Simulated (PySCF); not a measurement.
Structure elucidation problem

Molecular formula: C$_{4}$H$_{12}$O$_{2}$Si$_{2}$. Simulated spectra:

¹H NMR (400 MHz, computed): δ 4.06 (s, 3H), 4.04 (d, 6H), 2.44 (d, 2H), 0.31 (m, 1H).

¹³C{¹H} NMR (computed): δ 185.6 (C), 53.0 (CH3), 37.1 (CH2), -0.7 (CH).

PySCF 2.14.0 with density-fitted response routines calculation with structure optimised with GFN2-xTB and NMR shieldings at PBE0/pcSseg-1/GIAO; no relativistic terms, fast rotation and ring inversion assumed for equivalent nuclei, a single conformation, gas phase.

Referencing at the same level of theory: TMS for ¹H and ¹³C.

**Question.** Propose a structure and justify it.

**Answer.** 
Rings plus π bonds: 1 (no ring in the answer). 4 carbon signals for 4 carbons: no two carbons are equivalent. Carbon types of the structure: 1 × C, 1 × CH, 1 × CH2, 1 × CH3, leaving 6 H on heteroatoms. δC 185.6: ester carbonyl carbon; it is a carbonyl in resonance with an O or N lone pair, the region of acids, esters and amides. δC 53.0: methyl carbon bonded to O; deshielded by the electronegative neighbour. δC 37.1: sp3 CH2 α to a carbonyl; the adjacent C=O deshields it moderately. δC -0.7: sp3 CH bonded to 2 Si; an electropositive neighbour leaves it electron-rich and shielded. δH 4.06: hydrogen on a methyl carbon bonded to O; its carbon carries O, an electronegative neighbour. δH 2.44: hydrogen on an sp3 CH2 α to a carbonyl; α to C=O. δH 0.31: hydrogen on an sp3 CH bonded to 2 Si; an electropositive neighbour shields it, as in TMS itself.

Structure: SMILES COC(=O)CC([SiH3])[SiH3].

The data come from this structure; uniqueness wasn't tested.

Shifts are as computed. Against solution values, carbons near 30 ppm lie about +3 ppm off and those near 130 ppm about +5 ppm. Of 1309 compounds with measured shifts, 239 miss one by over three times the rms of a fit or turn the order of signals round; such compounds aren't used in these exercises. Multiplicities follow the n + 1 count of equivalent neighbours, as no J values were calculated; m marks all less simple cases, F and P coupling included.
